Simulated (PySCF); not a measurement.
Geometry:
```json
{"atom": "Mo1", "x (Å)": "0.007", "y (Å)": "-0.002", "z (Å)": "0.031"}
{"atom": "N2", "x (Å)": "0.232", "y (Å)": "-0.033", "z (Å)": "1.626"}
{"atom": "Cl3", "x (Å)": "2.075", "y (Å)": "0.026", "z (Å)": "-0.860"}
{"atom": "Cl4", "x (Å)": "-1.159", "y (Å)": "1.881", "z (Å)": "-0.363"}
{"atom": "Cl5", "x (Å)": "-1.154", "y (Å)": "-1.871", "z (Å)": "-0.434"}
```

Geometry: PBE0-D3(BJ)/def2-SVP; GIAO absolute shieldings from PySCF, gas phase, scalar relativity only through the core potential, averaged over equivalent atoms.

At KT2/pcSseg-1 (def2-TZVP on Mo) (129 basis functions, 12 s wall time on 1 thread of an Arm Neoverse V2, shared host):
```json
{"atoms": "N2", "σ (ppm)": "-600.7"}
{"atoms": "Cl3/Cl4/Cl5", "σ (ppm)": "254.2"}
```

What do these become at PBE0/pcSseg-1 (def2-TZVP on Mo)?

## Answers


```
      atoms  σ at PBE0/pcSseg-1 (def2-TZVP on Mo)  change
         N2                                -761.8  -161.1
Cl3/Cl4/Cl5                                 278.3   +24.1
```

The largest change is at N2 (nitrogen bonded to Mo). Cost: 129 basis functions, 9.9 s wall time on 1 thread of an Arm Neoverse V2, shared host.

Mo is described by an effective core potential, so it has no shielding of its own here; spin–orbit effects on the atoms bonded to it, which can be large, are absent, and the values of these neighbours are rough.
